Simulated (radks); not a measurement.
Trend from La4+ to Lu4+: ionisation energy by Delta-SCF between NIST ground configurations, and size. Calculated with a radial shooting solver on a logarithmic mesh with Libxc functionals: Dirac Kohn-Sham, BLYP, spin-unpolarised, spherical densities, finite nucleus; open shells are shared between the two j in proportion to 2j + 1; Fermi nuclear charge, rms radius of each element as measured or else 0.836 A^(1/3) + 0.57 fm.

species,configuration,IE (eV),NIST (eV),kind,-e(HOMO) (eV),outermost,<r> outermost (bohr)
La4+,[Kr] 4d10 5s2 5p5,63.237,62,semi-emp.,55.913 (5p3/2),5p3/2,1.73
Ce4+,[Xe],66.485,65.6,semi-emp.,58.811 (5p3/2),5p3/2,1.67
Pr4+,[Xe] 4f1,58.641,57.53,semi-emp.,48.131 (4f7/2),5p3/2,1.63
Nd4+,[Xe] 4f2,69.241,-,,49.310 (4f7/2),5p3/2,1.60
Pm4+,[Xe] 4f3,70.561,-,,50.371 (4f7/2),5p3/2,1.57
Sm4+,[Xe] 4f4,62.260,62.7,semi-emp.,51.327 (4f7/2),5p3/2,1.55
Eu4+,[Xe] 4f5,73.121,-,,52.191 (4f7/2),5p3/2,1.52
Gd4+,[Xe] 4f6,74.371,-,,52.971 (4f7/2),5p3/2,1.50
Tb4+,[Xe] 4f7,75.605,-,,53.674 (4f7/2),5p3/2,1.47
Dy4+,[Xe] 4f8,76.828,-,,54.306 (4f7/2),5p3/2,1.45
Ho4+,[Xe] 4f9,78.041,-,,54.872 (4f7/2),5p3/2,1.43
Er4+,[Xe] 4f10,79.247,-,,55.376 (4f7/2),5p3/2,1.41
Tm4+,[Xe] 4f11,80.447,-,,55.822 (4f7/2),5p3/2,1.39
Yb4+,[Xe] 4f12,81.644,-,,56.213 (4f7/2),5p3/2,1.37
Lu4+,[Xe] 4f13,68.876,66.8,semi-emp.,56.553 (4f7/2),5p3/2,1.35

Reference values: NIST Atomic Spectra Database (exp. = measured, semi-emp. = semi-empirical, theory = theoretical value adopted there). Spin polarisation and multiplet splitting are left out, so open shells lie too high by an amount that depends on their filling. Sharing an open shell by 2j + 1 raises it above the true ground level by a part of the spin-orbit splitting, which enters the differences from NIST.

Beside tabulated values, note that spin-unpolarised runs miss the spin-polarisation part of the exchange energy of open shells. No tabulated value is given for the 4+ ions of Nd, Pm and Eu to Yb, where it belongs to another shell than the one emptied here.
